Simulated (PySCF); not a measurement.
Predicted microwave data (PySCF, PBE0-D3(BJ)/def2-SVP geometry optimisation, gas phase) for one isomer of C2H8Ge:

- Rotational constants: A = 22441, B = 3532, C = 3303 MHz
- Dipole components: |μa| = 0.76 D, |μb| = 0.32 D, |μc| = 0.00 D
- Inertial defect: -12.60 u·Å²
- κ: -0.98

Problem. Which structure is it? (One computed conformer of each.)
A. `[CH3][GeH2][CH3]`
B. `C[CH2][GeH3]`
C. `[H][Ge]([H])([CH3])[CH3]`

Solution. B. It is C[CH2][GeH3], a near-prolate asymmetric top, point group Cs. The candidates at the same level (rigid rotor, commonest isotopes):

| SMILES | A (MHz) | B (MHz) | C (MHz) | μa (D) | μb (D) | μc (D) | Δ (u·Å²) | point group | rotor |
| --- | --- | --- | --- | --- | --- | --- | --- | --- | --- |
| [H][Ge]([H])([CH3])[CH3] | 12453 | 5524 | 4234 | 0.00 | 0.73 | 0.00 | -12.71 | – | asymmetric top |
| C[CH2][GeH3] | 22441 | 3532 | 3303 | 0.76 | 0.32 | 0.00 | -12.60 | Cs | near-prolate asymmetric top |
| [CH3][GeH2][CH3] | 12474 | 5518 | 4233 | 0.00 | 0.73 | 0.00 | -12.71 | C2v | asymmetric top |

`[H][Ge]([H])([CH3])[CH3]` has B 56 % too high; `[CH3][GeH2][CH3]` has B 56 % too high. In the right answer the mirror of this Cs structure is the ab plane, so μc vanishes by symmetry. No structure here is proved a minimum.
